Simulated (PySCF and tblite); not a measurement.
The numbers below are computed, except where a source is named.
System: C6H6O2, numbered as in [CH2:1]=[CH:2][C:3]1=[C:4]([O:5][CH:6]=[O:7])[CH2:8]1.

For the rotation about the C6–O5 bond (torsion O7–C6–O5–C4 from 0° to 180°, rising): electronic barrier 11.28 kcal/mol, zero-point change -0.79 kcal/mol, thermal and entropy terms at 298.15 K a further 0.08 kcal/mol (symmetry numbers apart). The minimum is Cs, the saddle C1. The path came from a restrained scan, a climbing-image band and a saddle search at GFN2-xTB; energies are PBE0/pcSseg-1 + D3(BJ)//GFN2-xTB, thermal terms GFN2-xTB. Rates follow Eyring's equation with the number of equivalent paths and no tunnelling. Run with tblite and PySCF.

(1) How many equivalent paths lead out of the minimum?

(2) Work out the rate at 298.15 K.

Results:

(1) 2: the symmetry number of the minimum is 1, that of the saddle displaced along its mode 1, and the displaced saddle is chiral while the minimum is not, which doubles the count.

(2) ΔG‡ = 10.57 kcal/mol; k_B T/h = 6.2×10¹² s⁻¹; exp(−ΔG‡/RT) = 1.8×10⁻⁸; times 2 gives k = 2.2×10⁵ s⁻¹. Wigner's tunnelling factor for the 271i cm⁻¹ mode would be 1.07.
